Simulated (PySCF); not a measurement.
C4H9 (SMILES C[C+](C)C), charge +1, singlet, geometry from GFN2-xTB. Base run: PBE/6-31G* in PySCF.

The PySCF input:
```python
from pyscf import gto, scf, dft, solvent

mol = gto.Mole()
mol.atom = '''
    C    -0.393034    1.375284    0.225055
    C    -0.000000    0.000000    0.000000
    C     1.359760   -0.417833    0.270185
    C    -0.966725   -0.957450   -0.495240
    H     0.257210    2.045904   -0.347836
    H    -0.182466    1.656657    1.262959
    H    -1.433914    1.582096   -0.009082
    H     1.797401   -0.863043   -0.630377
    H     1.357726   -1.252290    0.980418
    H     2.002436    0.377666    0.637838
    H    -1.395098   -0.598990   -1.437979
    H    -0.568522   -1.959762   -0.628756
    H    -1.834773   -0.988237    0.172816
'''
mol.basis = '6-31g*'
mol.charge = 1
mol.spin = 0
mol.verbose = 3
mol.build()

mf = dft.RKS(mol)
mf.xc = 'pbe'
mf.kernel()
mf.analyze()
```

Variants of this job, named by their change:

```
change                                                            ΔE vs base (kcal/mol)  HOMO-LUMO gap (eV)
----------------------------------------------------------------  ---------------------  ------------------
base                                                                              0.000                5.14
model = IEF-PCM; solvent = dimethylsulfoxide; vdw_scale = 1.1                     -62.9                5.21
model = SS(V)PE; solvent = dimethylsulfoxide                                     -53.67                5.18
model = IEF-PCM; solvent = dimethylsulfoxide; lebedev_order = 11                 -58.11                5.19
model = IEF-PCM; solvent = chloroform                                            -46.94                5.17
model = IEF-PCM; solvent = dimethylsulfoxide                                     -58.40                5.19
model = IEF-PCM; solvent = dimethylsulfoxide; vdw_scale = 1.4                    -51.79                5.17
model = IEF-PCM; solvent = dimethylsulfoxide; vdw_scale = 1.0                     -69.0                5.24
model = IEF-PCM; solvent = methanol                                              -57.84                5.19
model = IEF-PCM; solvent = water                                                 -58.91                5.19
model = IEF-PCM; solvent = dimethylsulfoxide; lebedev_order = 41                 -58.43                5.19
model = IEF-PCM; solvent = toluene                                               -34.44                5.16
```

The base is the gas phase, so ΔE is the electrostatic part of solvation at a fixed geometry, without cavity and dispersion terms.
